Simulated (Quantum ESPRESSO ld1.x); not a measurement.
The numbers below are computed, except where a source is named.
The nuclear charge of neutral mercury is varied continuously with 80 electrons held in [Hg]. Code: ld1.x of Quantum ESPRESSO 7.5. Model: non-relativistic Kohn-Sham, LDA (Slater exchange, Perdew-Zunger correlation), spin-polarised, spherical densities, point nucleus; relativity is left out, which matters for an element this heavy. By the Hellmann-Feynman theorem dE/dZ = E(electron-nucleus)/Z, the electronic potential at the nucleus.

Z      E (hartree)  E(electron-nucleus)/Z (hartree)  HOMO  e(HOMO) (eV)  <r> HOMO (bohr)
79.5   -18131.3989                         -543.427    6s        -2.020            3.412
79.75  -18267.5396                         -545.698    6s        -3.729            3.224
80     -18404.2473                         -547.963    6s        -5.589            3.075
80.25  -18541.5208                         -550.224    6s        -7.580            2.951
80.5   -18679.3591                         -552.481    6s        -9.689            2.845
80.75  -18817.7613                         -554.736    6s       -11.907            2.753
81     -18956.7267                         -556.987    6s       -14.226            2.671

The central difference of E at Z = 80 is -547.962 hartree, to compare with the third column; the second derivative is -9.05 hartree.
